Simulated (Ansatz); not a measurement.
Geometry optimisation, RKS LDA/def2-SVP in Ansatz 0.2.0.

Input file:

```yaml
crystal:
  periodic: [false, false, false]
  atoms:
    - { symbol: O, position_ang: [-1.8335, -0.7319, 0.5729] }
    - { symbol: C, position_ang: [-0.7007, -0.526, 0.3236] }
    - { symbol: Si, position_ang: [0.2553, 0.6495, 1.3381] }
    - { symbol: Cl, position_ang: [0.3155, 0.0378, 3.3473] }
    - { symbol: Sb, position_ang: [0.2256, -1.6087, -1.2973] }
    - { symbol: O, position_ang: [-0.7665, -0.4875, -2.6656] }
    - { symbol: H, position_ang: [-0.2639, 1.9974, 1.2478] }
    - { symbol: H, position_ang: [1.7212, 0.6968, 0.8815] }
    - { symbol: H, position_ang: [1.6236, -0.5125, -1.2824] }
    - { symbol: H, position_ang: [-0.4935, 0.4339, -2.463] }
basis:
  gaussian: { orbitals: def2-SVP }
hamiltonian:
  xc: lda
relax:
  f_tol: 0.02
  max_steps: 50
output:
  orbitals: {}
```

Command:

```bash
$ ansatz run input.yaml --threads 2 --pin off --max-ram 3072MiB --backend cpu --events-out ev --progress --plain --runs-dir out
```

Where does it end, and by what steps?

It converged. After 38 steps the energy has fallen by 0.799 eV; H9 moved furthest, 2.13 Å.

```tsv
step	energy less start (eV)	largest force component (eV/Å)	accepted
0	0.0000	3.247	yes
2	-0.1665	3.281	no
4	-0.3631	0.242	yes
6	-0.3862	0.667	yes
8	-0.4423	0.335	yes
10	-0.5265	0.813	yes
12	-0.6553	0.698	yes
14	-0.7306	0.485	yes
16	-0.7494	0.111	yes
18	-0.7572	0.075	yes
20	-0.7599	0.055	yes
22	-0.7633	0.247	yes
24	-0.7682	0.138	yes
26	-0.7721	0.243	yes
28	-0.7831	0.184	yes
30	-0.7900	0.027	yes
32	-0.7932	0.125	yes
34	-0.7967	0.171	yes
36	-0.7982	0.047	yes
38	-0.7986	0.016	yes
```

```xyz
10
Properties=species:S:1:pos:R:3
O -1.513 -0.561 -0.099
C -0.371 -0.230 0.095
Si 0.495 0.395 1.659
Cl -0.708 1.003 3.207
Sb 0.949 -0.464 -1.773
O -0.714 -1.172 -2.562
H 1.361 1.522 1.167
H 1.348 -0.772 2.078
H 0.628 1.256 -1.929
H -1.391 -1.028 -1.840
```

Whether the end is a true minimum wasn't checked by a vibrational analysis.

Run time: 2.2 min on 2 threads of Intel(R) Xeon(R) Platinum 8488C (Sapphire Rapids), with other jobs on the host, peak memory 0.2 GiB.
